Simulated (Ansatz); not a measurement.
CH6BFGaN at its PBE0-D4/def2-TZVP geometry, where that method's forces vanish. Total charge 0; spin multiplicity 1. The bonds changed during the relaxation, so this is another structure than the one it started from.

```xyz
11

N    -0.2945    1.0150   -0.6342
C     0.1955    0.3900    0.6173
Ga    0.8979   -0.6415   -1.0190
B    -0.6558   -0.5999    1.3395
F    -1.8662   -0.9179    0.8312
H     0.0185    1.9640   -0.7753
H    -1.3000    0.9523   -0.7310
H     1.0073    0.9278    1.0906
H     2.2954   -0.1412   -1.4930
H     0.0022   -1.7886   -1.5630
H    -0.3003   -1.1600    2.3368
```

Question: What forces (eV/Å) does B3LYP-D4/def2-TZVPP give on these atoms in Ansatz 0.2.0? (An estimate is asked.)

Answer: The calculation gave: 
```
N1  -0.151  0.209 -0.147
C2   0.107 -0.061  0.361
Ga3  0.186 -0.216 -0.209
B4   0.185  0.033  0.235
F5  -0.172 -0.055 -0.065
H6  -0.028  0.010 -0.017
H7   0.001  0.038 -0.024
H8  -0.079 -0.031 -0.034
H9  -0.028 -0.008 -0.001
H10  0.023  0.029  0.005
H11 -0.043  0.052 -0.104
```

B3LYP here is the variant with VWN-RPA as its local correlation; programs differ in this.
